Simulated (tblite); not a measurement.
Isomers of C10H16. Level: GFN2-xTB in tblite, geometry and Hessian alike; calculated harmonic values, unscaled, isolated species. This tight-binding method is rough: wavenumbers can miss measured ones by several per cent, in bad cases by 10 to 20. One conformer each.

Electronic energies: GFN2-xTB at the same geometries; isomer energies are rough at this level and their order can be wrong.

```tsv
SMILES	electronic energy, lowest = 0 (kcal/mol)
C=CC[C@H]1C[C@H]2CC[C@H]2C1	7.8
C1CC1[C@@H]1CC[C@H]2CC[C@H]21	0.0
C/C=C/C=C\CC1CCC1	29.1
C=C(C)[C@H]1[C@@H]2CCCC[C@@H]21	8.2
C=C[C@@]1(CCC)CCC1=C	33.8
```

Question: How do GFN2-xTB zero-point energies change the relative energies?

Answer: 
```
                         SMILES  ZPE (kcal/mol)  of it from modes above 1550 cm⁻¹  electronic (kcal/mol)  with ZPE, lowest = 0 (kcal/mol)  lowest mode (cm⁻¹)  rings
  C1CC1[C@@H]1CC[C@H]2CC[C@H]21           147.8                              69.1                    0.0                              0.0                  58      3
    C=CC[C@H]1C[C@H]2CC[C@H]2C1           146.7                              71.2                    7.8                              6.6                  30      2
C=C(C)[C@H]1[C@@H]2CCCC[C@@H]21           146.4                              71.3                    8.2                              6.8                  53      2
              C/C=C/C=C\CC1CCC1           144.5                              73.7                   29.1                             25.8                  21      1
           C=C[C@@]1(CCC)CCC1=C           143.9                              74.3                   33.8                             29.9                  51      1
```

The zero-point energies span 3.9 kcal/mol, from `C=C[C@@]1(CCC)CCC1=C` to `C1CC1[C@@H]1CC[C@H]2CC[C@H]21`. The order is unchanged.

Question: What do entropy and thermal enthalpy add at 298.15 K and 1 bar (rigid rotor, harmonic oscillator, one conformer each)?

Answer: 
| SMILES | point group | symmetry number | S (cal/(mol K)) | H − H(0) (kcal/mol) | ZPE + H − H(0) − TS (kcal/mol) |
| --- | --- | --- | --- | --- | --- |
| C1CC1[C@@H]1CC[C@H]2CC[C@H]21 | C1 | 1 | 93.9 | 6.29 | 126.1 |
| C=CC[C@H]1C[C@H]2CC[C@H]2C1 | C1 | 1 | 100.1 | 6.80 | 123.6 |
| C=C(C)[C@H]1[C@@H]2CCCC[C@@H]21 | C1 | 1 | 97.5 | 6.91 | 124.2 |
| C=C[C@@]1(CCC)CCC1=C | C1 | 1 | 105.3 | 7.86 | 120.3 |

Not tabulated: `C/C=C/C=C\CC1CCC1` (lowest mode only 20 cm⁻¹).
